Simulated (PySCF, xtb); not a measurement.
C5H9N, SMILES CC(C)=C=CN.

Geometry: ωB97X-D3(BJ)/def2-SVP. This is a generated structure with no PubChem entry under its InChIKey; it may be hypothetical. Other conformers were not sampled.

Level of theory: IEF-PCM-M06-2X/def2-SVP (PySCF).

The values are the electrostatic part of the solvation free energy, E(continuum) − E(gas) at the gas-phase geometry, in a cavity of scaled van der Waals radii (PySCF's table); cavitation and dispersion terms are not included. In vacuum the orbital gap is 8.38 eV. The dipole moment in vacuum is 1.19 D.

| solvent | ε | ΔG(elec) (kcal/mol) | dipole (D) | gap (eV) |
|---|---|---|---|---|
| water | 78.36 | -5.1 | 1.45 | 8.50 |
| 2-propanol | 19.26 | -4.8 | 1.43 | 8.49 |
| cyclohexanone | 15.62 | -4.7 | 1.42 | 8.49 |

For comparison, GFN2-xTB/ALPB(water) (xtb, at the GFN2-xTB geometry, all terms of that model) gives -3.3 kcal/mol.
